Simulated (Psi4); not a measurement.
A dimer, H3N ··· H3Al (SMILES N and [AlH3]); the first 4 atoms form monomer A.

```
8

N      0.0008    -0.0014     0.2791
H     -0.7298    -0.5967    -0.0938
H     -0.1527     0.9309    -0.0880
H      0.8817    -0.3327    -0.0972
Al    -0.0098     0.0214    -2.9012
H     -1.4888     0.5778    -2.8926
H      1.2115     1.0240    -2.8984
H      0.2476    -1.5377    -2.9134
```

**Question.** What interaction energy does SAPT0/jun-cc-pVDZ, frozen core in Psi4 1.11 give, and which attractive term is the largest?

**Answer.** Total -5.76 kJ/mol: electrostatics -9.28, exchange 16.38, induction -7.02, dispersion -5.84. The most attractive term is electrostatics.
